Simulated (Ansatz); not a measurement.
Nudged elastic band run: Cl2H2SSi

input.yaml

```yaml
crystal:
  periodic: [false, false, false]
  atoms:
    - { symbol: S, position_ang: [-1.507548, 0.816685, -0.480597] }
    - { symbol: Si, position_ang: [0.339405, -0.094916, 0.322966] }
    - { symbol: Cl, position_ang: [-0.096939, -0.572583, 2.377332] }
    - { symbol: Cl, position_ang: [0.871221, -1.895724, -0.759842] }
    - { symbol: H, position_ang: [-1.105493, 0.895119, -1.795377] }
    - { symbol: H, position_ang: [1.541454, 0.787419, 0.289318] }
basis:
  gaussian: { orbitals: "6-31G" }
hamiltonian:
  xc: pbe0
neb:
  order_check: false
  images: 5
  f_tol: 0.05
  max_iterations: 60
  initial_path: idpp
  final_atoms:
    - { symbol: S, position_ang: [-1.18970098, 0.34507944, -1.28938636] }
    - { symbol: Si, position_ang: [0.41371323, -0.20904887, 0.12849556] }
    - { symbol: Cl, position_ang: [-0.31779844, -0.30455945, 2.16599465] }
    - { symbol: Cl, position_ang: [1.09240346, -2.15466266, -0.49667256] }
    - { symbol: H, position_ang: [-1.53706937, 1.53940059, -0.69775195] }
    - { symbol: H, position_ang: [1.5805521, 0.71979095, 0.14312067] }
```

Command:

```bash
$ ansatz run input.yaml --threads 1 --pin off --max-ram 2048MiB --backend cpu --events-out ev --progress --plain --runs-dir out
```

Output, in part (warnings, iteration lines, the closing report on the highest movable image, with atoms numbered from 0):

```
NEB end point (image 0): max|allowed force component| = 8.028e-3 eV/Å (the criterion of neb.relax_end_points is 1.000e-2)
NEB end point (image 6): max|allowed force component| = 4.854e-3 eV/Å (the criterion of neb.relax_end_points is 1.000e-2)
NEB iter   1: max|band force component| = 1.423e0 eV/Å  barrier→ = 0.2322 eV  barrier← = 0.2324 eV  Δτ_max = 0.1938 Å  (147 SCF iters)
NEB iter   2: max|band force component| = 2.864e-1 eV/Å  barrier→ = 0.0405 eV  barrier← = 0.0407 eV  CI = image 3  Δτ_max = 0.1189 Å  (122 SCF iters)
NEB iter   3: max|band force component| = 1.670e-1 eV/Å  barrier→ = 0.0414 eV  barrier← = 0.0416 eV  CI = image 3  Δτ_max = 0.0515 Å  (118 SCF iters)
NEB iter   4: max|band force component| = 4.864e-2 eV/Å  barrier→ = 0.0316 eV  barrier← = 0.0318 eV  CI = image 3  Δτ_max = 0.0000 Å  (226 SCF iters)
Total energy: -43773.73211784 eV, -1608.6549844295 hartree
Atom 0 at    -1.525382     0.357974    -0.871505 Å, force    -0.016048    -0.038852     0.028142 eV/Å
Atom 1 at     0.295553    -0.197967     0.255295 Å, force    -0.008687    -0.030601     0.024012 eV/Å
Atom 2 at    -0.087090    -0.107902     2.381078 Å, force     0.008838    -0.000183    -0.025178 eV/Å
Atom 3 at     0.871506    -2.230166    -0.205492 Å, force    -0.002405     0.023820     0.005456 eV/Å
Atom 4 at    -0.954785     1.410965    -1.544965 Å, force     0.016580     0.046764    -0.034722 eV/Å
Atom 5 at     1.442297     0.703097    -0.060611 Å, force     0.001722    -0.000949     0.002290 eV/Å
Dipole moment:     0.238775     0.583270    -0.394106 e Å
```

The run converged. A vibrational analysis at the climbing image gives one clearly imaginary mode, 167i cm⁻¹: a first-order saddle point. Limits of this set-up: no polarisation functions.

Final band (atoms are numbered from 1 in the order of the input):

```csv
image,path coordinate (Å),energy (kcal/mol),dihedral H5–S1–Si2–H6 (°)
0,0.00,0.0,68
1,0.38,0.1,47
2,0.76,0.5,24
3,1.15,0.7,1
4,1.51,0.5,-22
5,1.88,0.2,-43
6,2.25,0.0,-64
```

The run took 79 s on 1 thread of Intel(R) Xeon(R) Platinum 8259CL CPU @ 2.50GHz (Skylake/Cascade Lake) (shared host), peak memory 0.15 GiB.
